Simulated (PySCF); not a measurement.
# One molecule, several mistakes: Al2FHN cation

All numbers below are calculated, not measured. The program is PySCF 2.14.0, an open-source quantum chemistry code, run on an isolated molecule that a program drew, which may never have been made. The molecule is Al2FHN cation (charge +1, singlet), drawn as the SMILES string `[F][Al+][N]=[AlH]`.

Each row is a Hartree-Fock (HF) and frozen-core CCSD(T) single point in the cc-pV(D+d)Z basis, meant for a local HF minimum. Run 1 is clean. Each other run has one planted mistake out of seven kinds, and not every kind appears here: one electron removed, one electron added, multiplicity raised by two, geometry at a saddle point, minimal basis STO-3G, one bond length entered in bohr, all coordinates scaled. The reference is restricted for singlets and unrestricted otherwise, and also for a bond in bohr. Adding or removing an electron swaps singlet and doublet. Electrons count all cores. HOMO and LUMO are orbital energies over both spins, the gradient is its largest component, and the lowest frequency (negative if imaginary) is given only where the gradient is small. Bond lengths are over the 4 bonds as drawn. T1 is the CCSD diagnostic: over 0.02 (restricted) or 0.045 (unrestricted) a single reference is doubtful.

Geometry of the clean run:
```xyz
5
Al2FHN cation, angstrom
F    -1.4112   -1.5388    2.7033
Al   -0.9020   -0.8900    1.3168
N    -0.3801   -0.2266   -0.1013
Al    0.1516    0.4404   -1.5289
H     0.6439    1.0586   -2.8508
```

```
run,electrons,basis functions,<S^2>,HOMO (eV),LUMO (eV),gradient (hartree/bohr),lowest frequency (cm^-1),mean bond (Å),longest bond (Å),T1,HF (hartree),CCSD(T) (hartree),mistake
1,42,79,0.000,-15.86,-4.05,2.5e-05,86,1.6167,1.663,0.0185,-638.14710,-638.61918,no fault
2,42,79,0.970,-15.29,-5.11,1.4e-02,-,1.9755,3.049,0.0267,-638.00360,-638.42797,one bond length entered in bohr
3,42,29,0.000,-11.58,2.08,3.4e-02,-,1.6167,1.663,0.0279,-630.26845,-630.44850,minimal basis STO-3G
4,43,79,0.767,-5.11,1.19,5.4e-02,-,1.6167,1.663,0.0309,-638.31362,-638.80995,one electron added
5,42,79,2.008,-10.89,-6.31,8.8e-02,-,1.6167,1.663,0.0282,-638.03311,-638.47227,?
```

**Which mistake was planted in run 5, and what did it cost?**

Electrons, basis and geometry are unchanged, and <S^2> is 2.008, beside S(S+1) = 2.00 for a multiplicity of 3. So the mistake is: multiplicity raised by two. Subtracting run 1 and multiplying by 627.51 kcal/mol a hartree, the energy moved by 71.5 kcal/mol in HF and 92.2 kcal/mol in CCSD(T).

Cautions from the logs. Run 3: T1 is over the limit, so its CCSD(T) energy is less reliable.
